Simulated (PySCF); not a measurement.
A calculated (UHF, PySCF 2.14, aug-cc-pVDZ-DK, the spin-free X2C one-electron Hamiltonian (Gaussian nucleus)) atom or ion has these occupied shells.

```csv
shell,electrons,orbital energy (eV),"rms radius, mean of both spins (bohr)"
1s α,1,-13558.9,0.0492
1s β,1,-13558.6,0.0492
2s α,1,-1828.4,0.205
2s β,1,-1828.0,0.205
2p α,3,-1608.1,0.183
2p β,3,-1607.9,0.183
3s α,1,-280.11,0.588
3s β,1,-279.16,0.588
3p α,3,-208.12,0.607
3p β,3,-207.61,0.607
3d α,5,-88.302,0.651
3d β,5,-87.965,0.651
4s α,1,-31.085,1.79
4p α,3,-14.240,2.29
4p β,3,-10.830,2.29
```

Task: Name the element and its charge.

Result: Br (bromine, neutral), in [Ar] 3d10 4s1 4p6, 2S determinant (an excited configuration).
